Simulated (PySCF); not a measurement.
Species: ClGaH10N2Si2.
Numbering: `[NH3+:1][Ga@@H-:2]([Cl:3])[N:4]([SiH3:5])[SiH3:6]`

Structure used (PBE0-D3(BJ)/def2-SVP), in Å, numbered top down from 1:
```xyz
16
ClGaH10N2Si2 angstrom
N      1.8815   -0.6836   -1.2410
Ga     1.1886   -0.4601    0.7356
Cl     2.4248    1.3156    1.1222
N     -0.5809    0.0752    0.3772
Si    -1.9204   -0.8665    0.9639
Si    -0.8149    1.6456   -0.3342
H      2.8923   -0.5476   -1.2836
H      1.6498   -1.5689   -1.6915
H      1.4475    0.0711   -1.7788
H      1.5012   -1.7909    1.4829
H     -1.4242   -2.2274    1.3415
H     -2.9770   -1.0218   -0.0877
H     -2.5855   -0.2697    2.1679
H     -0.6831    2.7955    0.6100
H      0.1887    1.8490   -1.4376
H     -2.1766    1.7064   -0.9563
```

The computed photoelectron lines, unassigned: N 1s: 403.14 (area 1), 407.60 (area 1) eV; Si 1s: 1846.51 eV; Si 2p3/2: 106.63 eV; Cl 1s: 2827.18 eV; Cl 2p3/2: 204.59 eV.

Level of theory: delta-SCF UKS SCAN, pcX-2 on the ionised atom, pcseg-1 elsewhere, spin-free X2C (PySCF 2.14.0). The structure is a single PBE0-D3(BJ)/def2-SVP conformer in the gas phase; no vibrational or solvent corrections.

Problem. Assign the N 1s lines to atoms.

Solution. 403.14 eV: N4 (nitrogen bridging silicon atoms); 407.60 eV: N1 (nitrogen bonded to Ga and 3 H). The listed N 1s values span 4.46 eV, from N4 (bonded to 2 Si and Ga) to N1 (bonded to 3 H and Ga). Summing the Pauling electronegativity differences to the bonded atoms, each weighted by its formal bond order, gives -3.51 for the lowest site and -3.75 for the highest; the largest sum, -3.51, belongs to N4, 4.46 eV below the top. The smallest sum, -3.75, belongs to N1, 4.46 eV above the lowest.

Bonded neighbours of each site: N1: 3 H and Ga; Cl3: Ga; N4: 2 Si and Ga; Si5/Si6: N and 3 H.

Problem. Which photon energy gives electrons from Si 1s of Si5/Si6 a kinetic energy of 50 eV, and what is their de Broglie wavelength?

Solution. hν = 1846.51 + 50 = 1896.51 eV, recoil neglected; λ = 12.264 Å/√(E/eV) = 1.73 Å.

One atom of each set of topologically equivalent atoms was ionised and stands for the set; in this conformer not all members are related by symmetry, and their own values weren't computed. Spin–orbit and ligand-field terms were added within each 2p shell after the spin-free SCF. 2p1/2 minus 2p3/2 (ligand field included): Cl 1.65 eV, Si 0.62 eV. No level of gallium is listed.
